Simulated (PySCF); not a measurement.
Species: AlEt2(vinyl), C6H13Al.
Geometry (PBE0-D3(BJ)/def2-SVP, Å), atoms numbered from 1 in this order:
```
atom  x, y, z in Å
Al1    0.0363    0.1847   -0.2198
C2     1.9332   -0.0150    0.2863
C3     2.1670   -0.7256    1.6254
H4     2.4090    0.9820    0.3037
H5     2.4554   -0.5686   -0.5171
H6     3.2389   -0.8475    1.8557
H7     1.7247   -0.1701    2.4694
H8     1.7179   -1.7325    1.6418
C9    -0.8436    1.9445   -0.2966
C10   -2.3192    1.9538   -0.6961
H11   -0.2558    2.5863   -0.9813
H12   -0.7095    2.4223    0.6937
H13   -2.7479    2.9699   -0.7190
H14   -2.4744    1.5183   -1.6968
H15   -2.9359    1.3623    0.0004
C16   -0.9668   -1.4443   -0.6300
C17   -0.3555   -2.6390   -0.7075
H18   -2.0486   -1.4459   -0.8305
H19    0.7225   -2.7518   -0.5303
H20   -0.8852   -3.5699   -0.9521
```

The closed-shell ground state was solved at several levels (PySCF, density fitting, gas phase, non-relativistic).

```tsv
level	basis functions	HOMO (eV)	LUMO (eV)	gap (eV)	dipole (D)
PBE/pcSseg-1 (pcSseg-2 on Al)	210	-5.79	-1.97	3.82	0.14
CAM-B3LYP/def2-SVPD	248	-8.40	-0.13	8.27	0.15
PBE0/pcSseg-1 (pcSseg-2 on Al)	210	-7.05	-1.13	5.92	0.16
```

Q: Estimate the row for B3LYP/pcSseg-1 (pcSseg-2 on Al), a basis of 210 functions; the other rows only guide the guess.

A: HOMO -6.83 eV, LUMO -1.33 eV, gap 5.50 eV, dipole 0.15 D.

Q: Over all these levels, which gives the widest orbital gap and which the narrowest?

A: CAM-B3LYP/def2-SVPD (range-separated hybrid) has the widest, 8.27 eV, and PBE/pcSseg-1 (pcSseg-2 on Al) (GGA) the narrowest, 3.82 eV. Functional and basis both differ between the two, so the spread mixes both effects.

Q: In the pcSseg-1 (pcSseg-2 on Al) basis, how does the gap go with the fixed share of exact exchange?

A: PBE (0 %) 3.82 eV; B3LYP (20 %) 5.50 eV; PBE0 (25 %) 5.92 eV. Each rise in the share widens the gap here.

Q: How far do the dipole and the HOMO energy spread over the levels?

A: The dipole runs from 0.14 to 0.16 D (mean 0.15 D) and the HOMO from -8.40 to -5.79 eV.

One conformer stands for the species.
